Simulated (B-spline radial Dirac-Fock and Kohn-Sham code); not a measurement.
## Relativistic shifts of the levels of Ge²⁺

System: the Ge²⁺ ion in the configuration [Ar] 3d10 4s2.

Both columns are ΔSCF binding energies of the configuration average from a radial finite-basis atomic code: non-relativistic Hartree-Fock with a point nucleus, and Dirac-Fock with a finite nucleus and the Coulomb interaction alone, averaged over the two j levels with weights 2j+1.

```
shell  Hartree-Fock (eV)  Dirac-Fock (eV)  shift (eV)  shift (%)
   1s            10999.7          11157.0     +157.31      +1.43
   2s             1415.5           1450.5      +35.06      +2.48
   2p             1252.5           1260.5       +7.99      +0.64
   3s              210.0            215.7       +5.71      +2.72
   3p              154.8            156.0       +1.26      +0.82
   3d              59.21            58.29       -0.92      -1.55
   4s              31.73            32.21       +0.48      +1.52
```

Relativity binds 1s, 2s, 2p, 3s, 3p, 4s more strongly, among those listed most of all 3s in relative terms, and 3d more weakly, because the contracted s and p shells screen the nucleus better.

Values without a named source are computed, but for edge energies of neutral atoms, which are taken from tables.
